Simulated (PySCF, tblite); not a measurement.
Species: C6H13BOSi.
Geometry (GFN2-xTB, Å), atoms numbered from 1 in this order:
```
atom  x, y, z in Å
B1     2.4542   -0.5386   -0.7398
O2     0.8447   -0.2902   -0.6776
C3     0.1294   -1.4107   -0.1424
C4    -0.9141   -0.9603    0.8779
C5    -2.0961   -0.3500    0.1831
C6    -2.0017    0.7397   -0.5655
C7    -0.7405    1.5168   -0.7966
C8     0.4738    0.9493   -0.0550
Si9    0.0170    0.4715    1.7393
H10    2.5677   -1.5585   -1.3384
H11    2.8794    0.4006   -1.3309
H12    2.8360   -0.6025    0.3933
H13    0.8483   -2.0873    0.3286
H14   -0.3323   -1.9302   -0.9908
H15   -1.2212   -1.8126    1.4803
H16   -3.0502   -0.8438    0.3021
H17   -2.8759    1.1278   -1.0710
H18   -0.8989    2.5545   -0.4854
H19   -0.5258    1.5353   -1.8716
H20    1.3238    1.6170   -0.1867
H21    1.1440    0.0567    2.5640
H22   -0.8721    1.4350    2.3820
```

Jobs on this species (22 atoms, 76 electrons) with PySCF (density fitting) and tblite. Hardware of each: an Arm Neoverse V1 with one thread, shared host. Times come from a shared host and carry two figures at best.

Question: Rank these jobs by wall time, shortest first.
A. GFN2-xTB; Hessian by finite differences
B. GFN2-xTB; L-BFGS relaxation
C. PBE0/pcSseg-1; shieldings, ring-centre shieldings, charges and field gradients; 225 basis functions

Answer: B (0.68 s), A (1.1 s), C (48 s).

All jobs:

```tsv
level and settings	work	basis functions	SCF cycles	wall time
GFN2-xTB	L-BFGS relaxation	–	–	0.68 s
GFN2-xTB	Hessian by finite differences	–	–	1.1 s
PBE0/pcSseg-1	shieldings, ring-centre shieldings, charges and field gradients	225	14	48 s
```

What do all jobs in the table cost together?

About 50 s; the longest takes about 96 % of that, and about 71 times as long as the shortest.
